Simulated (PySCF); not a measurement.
Two species compared at the same levels of theory.

First species: C6H14NP.
Z-matrix (Å and degrees, GFN2-xTB geometry), rows numbered from 1:
```
C 
C   1  1.5252
C   2  1.5196  1  113.03
P   2  1.8391  1  108.00  3   128.77
N   4  1.5608  2  107.07  1    85.13
C   4  1.8330  2  115.00  1  -123.68
C   6  1.5660  4   64.75  2   105.09
C   7  1.5086  4  129.43  6   106.40
H   1  1.0886  2  109.43  3  -178.28
H   1  1.0881  2  110.98  3   -58.46
H   1  1.0889  2  110.48  3    62.03
H   2  1.0967  1  108.77  3  -122.24
H   3  1.0894  2  109.46  1   -62.02
H   3  1.0878  2  111.43  1    57.31
H   3  1.0883  2  110.73  1   178.61
H   5  1.0110  4  115.13  2  -174.86
H   6  1.0810  4  120.99  7  -104.89
H   6  1.0843  4  119.30  7   107.59
H   7  1.0906  4  111.79  6  -105.48
H   8  1.0909  7  109.59  4  -152.44
H   8  1.0866  7  111.42  4   -32.89
H   8  1.0890  7  110.90  4    88.14
```

Second species: C7H9F3.
SMILES: `C=C1C[C@@H](F)[C@](F)(CF)C1`

Levels: PBE0/pcSseg-1 for HOMO energy, LUMO energy and HOMO–LUMO gap. Geometries: GFN2-xTB. Each structure is a single optimised conformer of the isolated species, non-relativistic unless stated; the electronic structure was computed with PySCF and density fitting.

The conformers computed, where there is a choice (atom-mapped SMILES and torsion angles):
- `[CH3:1][CH:2]([CH3:3])[P@@:4]1(=[NH:5])[CH2:6][C@H:7]1[CH3:8]`: C1–C2–P4–N5 85°

The conformers of `C=C1C[C@@H](F)[C@](F)(CF)C1` aren't listed.

Values for the first species:

```
HOMO energy   : -5.81 eV
LUMO energy   : 0.99 eV
HOMO–LUMO gap : 6.80 eV
```

(1) Estimate the same properties for the second species, and the change in each.

Results:

(1) 
| property | first | second | second less first |
| --- | --- | --- | --- |
| HOMO energy | -5.81 eV | -7.44 eV | -1.63 eV |
| LUMO energy | 0.99 eV | -0.12 eV | -1.11 eV |
| HOMO–LUMO gap | 6.80 eV | 7.32 eV | +0.52 eV |

